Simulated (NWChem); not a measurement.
Program: NWChem. System: silole (C$_{4}$H$_{6}$Si), charge 0, spin multiplicity 1, at a geometry optimised with PBE0/def2-SVP. Level: G0W0@LDA (SVWN5)/def2-TZVP, RI basis def2-tzvp-rifit.

Job file:

```
start mol
memory heap 200 mb stack 700 mb global 1700 mb
geometry units angstroms nocenter noautoz
  C     -0.740459     0.000000     1.291327
  C     -1.355294     0.000000     0.089561
  Si     0.000000     0.000000    -1.204987
  C      1.355294     0.000000     0.089561
  C      0.740459     0.000000     1.291327
  H     -1.280516     0.000000     2.245246
  H     -2.442339     0.000000    -0.012310
  H      0.000000     1.210924    -2.083358
  H      0.000000    -1.210924    -2.083358
  H      2.442339     0.000000    -0.012310
  H      1.280516     0.000000     2.245246
  symmetry group C2v
end
basis spherical
  * library def2-tzvp
end
basis "ri basis" bse spherical
  * library def2-tzvp-rifit
end
dft
  xc slater vwn_5
  iterations 100
  direct
  tolerances tight
end
task dft energy
gw
  method cdgw
  states alpha occ 4 vir 2
end
task dft gw
```

NWChem printed:

```
             Northwest Computational Chemistry Package (NWChem) 7.3.0
             --------------------------------------------------------

                                NWChem Input Module
                                -------------------

 Scaling coordinates for geometry "geometry" by  1.889725989
 (inverse scale =  0.529177249)

 Turning off AUTOSYM since
 SYMMETRY directive was detected!

                             Geometry "geometry" -> ""
                             -------------------------

 Output coordinates in angstroms (scale by  1.889725989 to convert to a.u.)

  No.       Tag          Charge          X              Y              Z
 ---- ---------------- ---------- -------------- -------------- --------------
    1 C                    6.0000    -0.74045900     0.00000000     1.29132700
    2 C                    6.0000    -1.35529400     0.00000000     0.08956100
    3 Si                  14.0000     0.00000000     0.00000000    -1.20498700
    4 C                    6.0000     1.35529400     0.00000000     0.08956100
    5 C                    6.0000     0.74045900     0.00000000     1.29132700
    6 H                    1.0000    -1.28051600     0.00000000     2.24524600
    7 H                    1.0000    -2.44233900     0.00000000    -0.01231000
    8 H                    1.0000     0.00000000     1.21092400    -2.08335800
    9 H                    1.0000     0.00000000    -1.21092400    -2.08335800
   10 H                    1.0000     2.44233900     0.00000000    -0.01231000
   11 H                    1.0000     1.28051600     0.00000000     2.24524600

 Effective nuclear repulsion energy (a.u.)     200.8032743941

            Nuclear Dipole moment (a.u.)
            ----------------------------
        X                 Y               Z
 ---------------- ---------------- ----------------
     0.0000000000     0.0000000000    -0.0000113384

      Symmetry information
      --------------------

 Group name             C2v
 Group number             16
 Group order               4
 No. of unique centers     6

      Symmetry unique atoms

     1    2    3    6    7    8


 Summary of "ao basis" -> "" (spherical)
 ------------------------------------------------------------------------------
       Tag                 Description            Shells   Functions and Types
 ---------------- ------------------------------  ------  ---------------------
 *                         def2-tzvp                  on all atoms

 new library libraries.bse/

 Summary of "ri basis" -> "" (spherical)
 ------------------------------------------------------------------------------
       Tag                 Description            Shells   Functions and Types
 ---------------- ------------------------------  ------  ---------------------
 *                      def2-tzvp-rifit               on all atoms

                                 NWChem DFT Module
                                 -----------------

 Summary of "ao basis" -> "ao basis" (spherical)
 ------------------------------------------------------------------------------
       Tag                 Description            Shells   Functions and Types
 ---------------- ------------------------------  ------  ---------------------
 C                         def2-tzvp                11       31   5s3p2d1f
 Si                        def2-tzvp                13       37   5s5p2d1f
 H                         def2-tzvp                 4        6   3s1p

 Summary of "ao basis" -> "ao basis" (spherical)
[...]
  ----- ------------  ---------------      ----- ------------  ---------------
    38      0.252174   2 C  py              106     -0.252174   4 C  py
    41      0.214715   2 C  py              109     -0.214715   4 C  py
     7      0.177758   1 C  py              137     -0.177758   5 C  py
    44      0.161713   2 C  py              112     -0.161713   4 C  py
    10      0.147673   1 C  py              140     -0.147673   5 C  py

 Vector   23  Occ=0.000000D+00  E=-9.930248D-02  Symmetry=b2
              MO Center=  1.4D-14, -7.6D-15,  2.7D-01, r^2= 3.7D+00
   Bfn.  Coefficient  Atom+Function         Bfn.  Coefficient  Atom+Function
  ----- ------------  ---------------      ----- ------------  ---------------
    44      0.278941   2 C  py              112      0.278941   4 C  py
    13     -0.231441   1 C  py              143     -0.231441   5 C  py
    38      0.223548   2 C  py              106      0.223548   4 C  py
   176     -0.217927   8 H  s               182      0.217927   9 H  s
    41      0.195782   2 C  py              109      0.195782   4 C  py

 Vector   24  Occ=0.000000D+00  E=-7.260845D-03  Symmetry=b1
              MO Center= -3.2D-14,  1.4D-15, -1.6D+00, r^2= 4.5D+00
   Bfn.  Coefficient  Atom+Function         Bfn.  Coefficient  Atom+Function
  ----- ------------  ---------------      ----- ------------  ---------------
    80      1.498398   3 Si px               36      1.368326   2 C  s
   104     -1.368326   4 C  s                 5     -0.471070   1 C  s
   135      0.471070   5 C  s                45     -0.368798   2 C  pz
   113      0.368798   4 C  pz               77      0.345693   3 Si px
   170     -0.235657   7 H  s               188      0.235657  10 H  s

 Vector   25  Occ=0.000000D+00  E= 5.500162D-03  Symmetry=a2
              MO Center= -7.4D-15, -4.3D-15,  7.3D-01, r^2= 3.6D+00
   Bfn.  Coefficient  Atom+Function         Bfn.  Coefficient  Atom+Function
  ----- ------------  ---------------      ----- ------------  ---------------
    13      0.667065   1 C  py              143     -0.667065   5 C  py
    44     -0.441005   2 C  py              112      0.441005   4 C  py
     7      0.287242   1 C  py              137     -0.287242   5 C  py
    10      0.244937   1 C  py              140     -0.244937   5 C  py
    38     -0.159041   2 C  py              106      0.159041   4 C  py

 center of mass
 --------------
 x =  -0.00000000 y =   0.00000000 z =  -0.00619806

 moments of inertia (a.u.)
 ------------------
         366.749481755202           0.000000000000           0.000000000000
           0.000000000000         615.350219294241           0.000000000000
           0.000000000000           0.000000000000         269.710170316183

     Multipole analysis of the density
     ---------------------------------

     L   x y z        total         alpha         beta         nuclear
     -   - - -        -----         -----         ----         -------
     0   0 0 0     -0.000000    -22.000000    -22.000000     44.000000

     1   1 0 0      0.000000      0.000000      0.000000      0.000000
     1   0 1 0      0.000000      0.000000      0.000000      0.000000
     1   0 0 1      0.239597      0.119804      0.119804     -0.000011

     2   2 0 0    -26.249304    -91.385773    -91.385773    156.522243
     2   1 1 0     -0.000000     -0.000000     -0.000000      0.000000
     2   1 0 1      0.000000      0.000000      0.000000      0.000000
     2   0 2 0    -30.765104    -20.618935    -20.618935     10.472767
     2   0 1 1      0.000000      0.000000      0.000000      0.000000
     2   0 0 2    -26.707076   -119.053103   -119.053103    211.399129

 Task  times  cpu:       28.8s     wall:       28.8s

                                NWChem Input Module
                                -------------------

                                 NWChem GW Module
                                 ----------------

                             ***********************
                             ***        GW       ***
                             ***********************

 Summary of "ri basis" -> "ri basis" (spherical)
 ------------------------------------------------------------------------------
       Tag                 Description            Shells   Functions and Types
 ---------------- ------------------------------  ------  ---------------------
 C                      def2-tzvp-rifit             22       76   8s6p4d3f1g
 Si                     def2-tzvp-rifit             29      113   9s7p6d5f2g
 H                      def2-tzvp-rifit              7       15   4s2p1d

                 Memory Information
                 ------------------
          Available GA per process is          1699.7 MBs
          Available stack per process is        700.0 MBs
          Available heap per process is           1.2 MBs

          Peak memory in Initialization
              Peak GA per process is                 20.6 MBs
              Peak stack per process is               0.5 MBs
              Peak heap per process is               21.2 MBs
              Memory not in MA per process            0.0 MBs

          Peak memory in CDGW Calculation
              Peak GA per process is                 24.8 MBs
              Peak stack per process is               3.9 MBs
              Peak heap per process is                4.3 MBs
              Memory not in MA per process            0.0 MBs

          Computing 2-center integrals
          Computing Inverse Cholesky factor
          Computing 3-center integrals
          Computing Vxc

          Computing Sigma_x
          Computing W(iw) on the imaginary grid
          Solving quasiparticle equations

                  Alpha Orbitals
          State     Energy (eV)     Error (eV)
          -----------------------------------
@GW        19        -10.204           0.015
@GW        20        -10.591           0.002
@GW        21        -10.385           0.002
@GW        22         -8.493           0.002
@GW        23          0.067           0.002
@GW        24          2.320           0.002

     GW Timing Statistics
   ------------------------
   Init.   :          0.1s
     ERIs  :          2.7s
     Distr.:          0.0s
     Vxc   :          0.2s
   Vmo     :          0.0s
   iW      :          5.0s
   I_n     :          0.0s
   R_n     :          1.0s
   GW total:          9.0s

 Task  times  cpu:        9.0s     wall:        9.0s

 Total times  cpu:       37.8s     wall:       37.8s
```
